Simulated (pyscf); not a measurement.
**Hydrogen shift: `[CH2]=[C]=[C]([F])[F]` → `[CH][CH]=[C]([F])[F]` [singlet]**

Gas phase, singlet surface, charge 0. Bonds broken: C5–H6. Bonds formed: C4–H6. Optimised with ωB97X-D3(BJ)/def2-SVP in PySCF. MP2 and CC: frozen core, UHF for open shells. ΔMP2 is the change of the MP2 total energy from the triple- to the quadruple-zeta basis.

Transition state (Å):

```xyz
7

F      0.1352     1.7452     0.0537
C      0.3906     0.4463     0.0705
F      1.6862     0.1940     0.0657
C     -0.5408    -0.4929     0.0256
C     -1.3134    -1.5961     0.2354
H     -1.6971    -0.2432     0.3310
H     -1.7262    -1.9528    -0.7315
```

One imaginary mode, 755i cm⁻¹; descent along it reached the two sides named.

```tsv
bond	change	reactant side (Å)	saddle	product side
C5–H6	breaks	1.097	1.409	2.276
C4–H6	forms	2.102	1.222	1.101
```

Electronic energies relative to the reactant's lowest minimum found (kJ/mol):

```json
[
 {"level": "ωB97X-D3(BJ)/def2-TZVP", "barrier": "305.1", "reaction energy": "+189.5", "reverse barrier": "115.6"},
 {"level": "PBE/def2-TZVP", "barrier": "299.0", "reaction energy": "+205.6", "reverse barrier": "93.4"},
 {"level": "r²SCAN/def2-TZVP", "barrier": "302.7", "reaction energy": "+196.4", "reverse barrier": "106.3"},
 {"level": "B3LYP-D3(BJ)/def2-TZVP", "barrier": "308.1", "reaction energy": "+197.4", "reverse barrier": "110.7"},
 {"level": "PBE0-D3(BJ)/def2-TZVP", "barrier": "303.2", "reaction energy": "+198.7", "reverse barrier": "104.5"},
 {"level": "M06-2X/def2-TZVP", "barrier": "307.2", "reaction energy": "+200.3", "reverse barrier": "106.9"},
 {"level": "ωB97M-D3(BJ)/def2-TZVP", "barrier": "302.2", "reaction energy": "+188.9", "reverse barrier": "113.2"},
 {"level": "HF/def2-TZVP", "barrier": "310.3", "reaction energy": "+153.5", "reverse barrier": "156.8"},
 {"level": "MP2/def2-QZVPP", "barrier": "318.2", "reaction energy": "+206.9", "reverse barrier": "111.2"},
 {"level": "CCSD/def2-TZVPP", "barrier": "313.6", "reaction energy": "+194.1", "reverse barrier": "119.6"},
 {"level": "CCSD(T)/def2-TZVPP", "barrier": "312.6", "reaction energy": "+196.7", "reverse barrier": "115.9"},
 {"level": "CCSD(T)/def2-TZVPP + ΔMP2(QZVPP)", "barrier": "311.5", "reaction energy": "+197.7", "reverse barrier": "113.8"}
]
```

With CCSD(T)/def2-TZVPP + ΔMP2(QZVPP) energies and thermal terms (ideal gas, 1 atm, RRHO with modes under 100 cm⁻¹ raised to 100, one conformer, R ln 2 for chiral ones without a mode under 150 cm⁻¹), in kJ/mol:

```tsv
T (K)	ΔH‡	ΔG‡	ΔH	ΔG
298	296.6	293.7	+194.1	+193.5
600	296.1	291.0	+194.0	+193.0
900	295.2	288.6	+194.4	+192.4
1200	294.0	286.5	+194.8	+191.6
```

This is the saddle that the search found; another between the same sides may lie lower. A restricted singlet here is unstable towards spin polarisation, as is usual where a triplet lies low; its energy is less safe. The CCSD(T) − MP2 part came from Ansatz, without density fitting, on the same reference.
